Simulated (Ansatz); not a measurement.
A nudged elastic band was laid between two geometries of CH5AlOS (9 atoms, charge 0, multiplicity 1).

Theory: Ansatz, RKS PBE-D4/def2-SVP.

```json
{"movable images": "5", "climbing image": "yes", "spring": "5.0 eV/Å²", "optimiser": "quadratic models (default)", "start path": "through a guess of the saddle point", "force threshold": "0.05 eV/Å", "iteration limit": "60", "end points": "relaxed"}
```

Image 0:

```xyz
9
Properties=species:S:1:pos:R:3
Al -0.195 -0.264 -0.017
O 0.091 -1.641 0.972
S -1.911 -0.179 -1.409
H -2.382 -1.414 -1.079
C 1.028 1.247 0.110
H -0.456 -2.440 1.006
H 0.554 2.095 0.649
H 1.320 1.625 -0.892
H 1.950 0.971 0.660
```

Image 6:

```xyz
9
Properties=species:S:1:pos:R:3
Al -0.536 0.183 -0.459
O -0.367 -1.727 0.146
S -2.358 -0.150 -1.383
H -1.287 -1.833 -0.295
C 1.014 1.214 0.143
H -0.451 -1.992 1.085
H 0.691 2.139 0.663
H 1.625 1.525 -0.729
H 1.669 0.640 0.829
```

Question: Which bonds break or form, and what moves?

Answer: Bonds broken: S3–H4. Bonds formed: O2–H4.

Question: What energy profile does the band end with?

Answer: The run converged. The highest image is number 5 of 0 to 6, 1.22 eV above the first end and 0.05 eV above the last; the last end lies 1.17 eV above the first. A vibrational analysis at the climbing image gives 2 clearly imaginary modes (296i, 66i cm⁻¹): a point of higher order, so a lower path passes nearby. The orbitals stay closed-shell, which can raise the energy where a bond breaks towards radicals; this wasn't checked here.

```csv
image,path coordinate (Å),energy (eV),S3–H4 (Å),O2–H4 (Å)
0,0.00,0.00,1.36,3.22
1,0.66,0.07,1.36,2.94
2,1.33,0.28,1.37,2.29
3,1.99,0.86,1.52,1.63
4,2.65,1.17,2.26,1.03
5,3.32,1.22,2.44,1.01
6,3.91,1.17,2.27,1.03
```

Question: What is the geometry of the highest image?

Answer: 
```xyz
9
Properties=species:S:1:pos:R:3
Al -0.553 0.218 -0.502
O -0.558 -1.561 0.354
S -2.285 -0.117 -1.578
H -1.402 -1.849 -0.109
C 1.006 1.221 0.129
H -0.169 -2.226 0.955
H 0.685 2.141 0.659
H 1.634 1.540 -0.728
H 1.642 0.632 0.820
```

The run took 81 s on 2 threads of Intel(R) Xeon(R) Platinum 8488C (Sapphire Rapids), on a shared host, peak memory 0.15 GiB.
